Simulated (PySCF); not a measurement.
# Relaxation of singlet Br4

Computed with PBE0 in PySCF with Br def2-SVP; no relativity; density-fitted integrals. A (50,194) grid was used.

A hand-made trigonal planar start, of D3h symmetry, held to at least that symmetry:

```xyz
4
charge 0 multiplicity 1, angstrom
Br    0.0000    0.0000    0.0000
Br    2.2800    0.0000    0.0000
Br   -1.1400    1.9745    0.0000
Br   -1.1400   -1.9745    0.0000
```

(1) What does it relax to?

(2) How much energy is released, and in how many steps?

## Answers

(1) It ends at D3h with Br–Br 2.491 Å (×3); Br–Br–Br 120.0° (×3). A frequency run shows a minimum. Other isomers or separated fragments may lie lower.

(2) 81.8 kJ/mol in 5 steps.

The relaxation took roughly 110 core-seconds on a shared host.
